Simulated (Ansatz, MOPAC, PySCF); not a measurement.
Isomers of H6OSi2. Isolated molecules, 0 K electronic values unless said otherwise. One relaxed conformer stands for each flexible species; it need not be the lowest. Strings in code marks are SMILES.

Quantity: electronic energy of isomers of H6OSi2 relative to `[SiH3]O[SiH3]`, in eV. Semi-empirical values (MOPAC) are differences of heats of formation.

Level 1: frozen-core MP2/cc-pVTZ // PBE-D3(BJ)/def2-TZVP (Ansatz, an electronic-structure program)
Level 2: HF/STO-3G // PBE-D3(BJ)/def2-TZVP (PySCF)
Level 3: HF/cc-pVTZ // PBE-D3(BJ)/def2-TZVP (Ansatz)
Level 4: PM6 // PBE-D3(BJ)/def2-TZVP (MOPAC)

```json
[
 {"species": "`O[SiH2][SiH3]` (H–O–Si–Si torsion 58°)", "level 1": "1.17", "level 2": "0.50", "level 3": "1.37", "level 4": "1.81"}
]
```
